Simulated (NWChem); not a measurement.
System: C2H6BClS; SMILES B(C)(Cl)SC

Here is an NWChem input.

```
start job
memory heap 200 mb stack 900 mb global 1100 mb
geometry units angstroms noautosym nocenter noautoz
  B      0.292745     0.411299     0.000000
  Cl    -0.434253     2.036021     0.000000
  C      1.852588     0.221052     0.000000
  H      2.179123    -0.363490     0.887040
  H      2.396945     1.184204     0.000000
  H      2.179123    -0.363490    -0.887040
  S     -0.902727    -0.933681     0.000000
  C      0.146124    -2.434164     0.000000
  H      0.782397    -2.476218    -0.904237
  H     -0.536977    -3.303617     0.000000
  H      0.782397    -2.476218     0.904237
end
basis spherical
  * library 6-31g*
end
dft
  xc hfexch
  iterations 150
  mulliken
end
task dft energy
esp
  recalculate
  probe 0.07
  range 0.3
  factor 1.0
  spacing 0.02
end
task esp
```

NWChem printed, in part:

```
             Northwest Computational Chemistry Package (NWChem) 7.3.0
             --------------------------------------------------------

                             Geometry "geometry" -> ""
                             -------------------------

 Output coordinates in angstroms (scale by  1.889725989 to convert to a.u.)

  No.       Tag          Charge          X              Y              Z
 ---- ---------------- ---------- -------------- -------------- --------------
    1 B                    5.0000     0.29274500     0.41129900     0.00000000
    2 Cl                  17.0000    -0.43425300     2.03602100     0.00000000
    3 C                    6.0000     1.85258800     0.22105200     0.00000000
    4 H                    1.0000     2.17912300    -0.36349000     0.88704000
    5 H                    1.0000     2.39694500     1.18420400     0.00000000
    6 H                    1.0000     2.17912300    -0.36349000    -0.88704000
    7 S                   16.0000    -0.90272700    -0.93368100     0.00000000
    8 C                    6.0000     0.14612400    -2.43416400     0.00000000
    9 H                    1.0000     0.78239700    -2.47621800    -0.90423700
   10 H                    1.0000    -0.53697700    -3.30361700     0.00000000
   11 H                    1.0000     0.78239700    -2.47621800     0.90423700

 Effective nuclear repulsion energy (a.u.)     256.7957149639

  xc_inp: hfexch multiplicative factor not found.

                                 NWChem DFT Module
                                 -----------------

 Summary of "ao basis" -> "ao basis" (spherical)
 ------------------------------------------------------------------------------
       Tag                 Description            Shells   Functions and Types
 ---------------- ------------------------------  ------  ---------------------
 B                           6-31g*                  6       14   3s2p1d
 Cl                          6-31g*                  8       18   4s3p1d
 C                           6-31g*                  6       14   3s2p1d
 H                           6-31g*                  2        2   2s
 S                           6-31g*                  8       18   4s3p1d

            General Information
            -------------------
          SCF calculation type: DFT
          Wavefunction type:  closed shell.
          No. of atoms     :    11
          No. of electrons :    56
           Alpha electrons :    28
            Beta electrons :    28
          Charge           :     0
          Spin multiplicity:     1
          Use of symmetry is: off; symmetry adaption is: off
          Maximum number of iterations: 150
          AO basis - number of functions:    90
                     number of shells:    46
          Convergence on energy requested:  1.00D-06
          Convergence on density requested:  1.00D-05
          Convergence on gradient requested:  5.00D-04

              XC Information
              --------------
                     Hartree-Fock (Exact) Exchange  1.000

      Superposition of Atomic Density Guess
      -------------------------------------

 Sum of atomic energies:        -959.74225570

      Non-variational initial energy
      ------------------------------

 Total energy =    -962.024991
 1-e energy   =   -1832.087170
 2-e energy   =     613.266464
 HOMO         =      -0.300185
 LUMO         =       0.044099

     ---------------------------------------------
      Total Density - Mulliken Population Analysis
     ---------------------------------------------

    Atom       Charge   Shell Charges
 -----------   ------   -------------------------------------------------------
    1 B    5     4.48   2.00  0.59  0.99  0.42  0.42  0.06
    2 Cl  17    17.31   2.00  2.00  5.98  1.38  3.70  0.55  1.69  0.01
    3 C    6     6.89   2.00  0.72  2.09  0.70  1.36  0.02
    4 H    1     0.75   0.45  0.30
    5 H    1     0.76   0.45  0.30
    6 H    1     0.75   0.45  0.30
    7 S   16    16.12   2.00  2.00  5.98  1.32  3.06  0.47  1.25  0.04
    8 C    6     6.65   2.00  0.70  1.90  0.73  1.29  0.03
    9 H    1     0.77   0.46  0.30
   10 H    1     0.76   0.46  0.30
   11 H    1     0.77   0.46  0.30

   convergence    iter        energy       DeltaE   RMS-Dens  Diis-err
 ---------------- ----- ----------------- --------- --------- ---------
 d= 0,ls=0.0,diis     1   -960.9196317242 -1.22D+03  7.12D-03  3.14D-01
 d= 0,ls=0.0,diis     2   -960.9740564403 -5.44D-02  2.77D-03  4.50D-02
 d= 0,ls=0.0,diis     3   -960.9811573338 -7.10D-03  1.03D-03  4.64D-03
 d= 0,ls=0.0,diis     4   -960.9821749561 -1.02D-03  2.40D-04  1.27D-04
 d= 0,ls=0.0,diis     5   -960.9822121646 -3.72D-05  9.51D-05  1.82D-05
  Resetting Diis
 d= 0,ls=0.0,diis     6   -960.9822173704 -5.21D-06  3.09D-05  1.16D-06
 d= 0,ls=0.0,diis     7   -960.9822179144 -5.44D-07  6.54D-06  1.31D-07

         Total DFT energy =     -960.982217914447
      One electron energy =    -1835.308955812563
           Coulomb energy =      686.575361878366
    Exchange-Corr. energy =      -69.044338944138
 Nuclear repulsion energy =      256.795714963888

 Numeric. integr. density =        0.000000000000

                       DFT Final Molecular Orbital Analysis
                       ------------------------------------

 Vector   26  Occ=2.000000D+00  E=-4.528410D-01
              MO Center= -5.1D-01,  2.8D-01,  6.6D-14, r^2= 4.6D+00
   Bfn.  Coefficient  Atom+Function         Bfn.  Coefficient  Atom+Function
  ----- ------------  ---------------      ----- ------------  ---------------
    21      0.448306   2 Cl px               59     -0.365262   7 S  px
    62      0.283547   7 S  s                25      0.240361   2 Cl px
    22      0.227118   2 Cl py               58      0.177194   7 S  s
    17     -0.172873   2 Cl px               74     -0.155598   8 C  py
    73      0.154438   8 C  px               60      0.147387   7 S  py

 Vector   27  Occ=2.000000D+00  E=-4.237678D-01
              MO Center= -3.1D-01,  2.6D-01,  4.8D-15, r^2= 4.2D+00
   Bfn.  Coefficient  Atom+Function         Bfn.  Coefficient  Atom+Function
  ----- ------------  ---------------      ----- ------------  ---------------
    59      0.418665   7 S  px               21      0.389291   2 Cl px
    25      0.238872   2 Cl px                3     -0.225046   1 B  px
    35      0.212228   3 C  px               63      0.192673   7 S  px
    22      0.169874   2 Cl py               55     -0.159547   7 S  px
    39      0.156133   3 C  px               62     -0.154802   7 S  s

 Vector   28  Occ=2.000000D+00  E=-3.733292D-01
              MO Center= -6.9D-01, -7.0D-01, -1.6D-14, r^2= 2.6D+00
   Bfn.  Coefficient  Atom+Function         Bfn.  Coefficient  Atom+Function
  ----- ------------  ---------------      ----- ------------  ---------------
    61      0.626487   7 S  pz               65      0.396135   7 S  pz
    57     -0.235615   7 S  pz               23     -0.218294   2 Cl pz
    27     -0.152416   2 Cl pz               86      0.111402   9 H  s
    90     -0.111402  11 H  s                75     -0.108396   8 C  pz
     5      0.099945   1 B  pz               19      0.084077   2 Cl pz

 Vector   29  Occ=0.000000D+00  E= 1.140208D-01
              MO Center=  2.2D-01,  2.8D-01,  5.5D-15, r^2= 3.1D+00
   Bfn.  Coefficient  Atom+Function         Bfn.  Coefficient  Atom+Function
  ----- ------------  ---------------      ----- ------------  ---------------
     9      0.826569   1 B  pz                5      0.419819   1 B  pz
    65     -0.367375   7 S  pz               27     -0.295038   2 Cl pz
    48     -0.260376   4 H  s                52      0.260376   6 H  s
    61     -0.213195   7 S  pz               23     -0.191425   2 Cl pz
    86     -0.140985   9 H  s                90      0.140985  11 H  s

[...]

                     NWChem Electrostatic Potential Fit Module
                     -----------------------------------------

 Atom parameters

 Number of atoms is                                   11
 Number of basis functions is                         90

 Grid parameters

 Maximum number of grid points is                  41956
 Number of grid points is                          41955
 Grid range                                     0.300000 nm
 Grid spacing                                   0.020000 nm
 Probe radius                                   0.070000 nm
 Atom radius factor                             1.000000

 Atomic radii

    1    0.100000
    5    0.158000
    6    0.147000
   16    0.174000
   17    0.169000
 FASTESP  F
  using M.O. file = ./job.movecs

    Atom              Coordinates                           Charge

                                                  ESP

    1 B     0.029275    0.041130    0.000000    0.553206
    2 Cl   -0.043425    0.203602    0.000000   -0.274647
    3 C     0.185259    0.022105    0.000000   -0.303459
    4 H     0.217912   -0.036349    0.088704    0.076002
    5 H     0.239695    0.118420    0.000000    0.049381
    6 H     0.217912   -0.036349   -0.088704    0.076018
    7 S    -0.090273   -0.093368    0.000000   -0.355619
    8 C     0.014612   -0.243416    0.000000    0.134666
    9 H     0.078240   -0.247622   -0.090424   -0.001938
   10 H    -0.053698   -0.330362    0.000000    0.048200
   11 H     0.078240   -0.247622    0.090424   -0.001810
                                            ------------
                                               -0.000000

 Dipole moment                                  1.367756

 Quadrupole moment Qxx                         -5.476174
                   Qyy                          2.312516
                   Qzz                          3.163658

 RMS deviation kJ/mol                           0.079405

 RRMS %                                        36.521447
```

Level: Hartree-Fock/6-31G* (spherical d). Coordinates come from a PBE-D3(BJ)/def2-SVP optimisation.
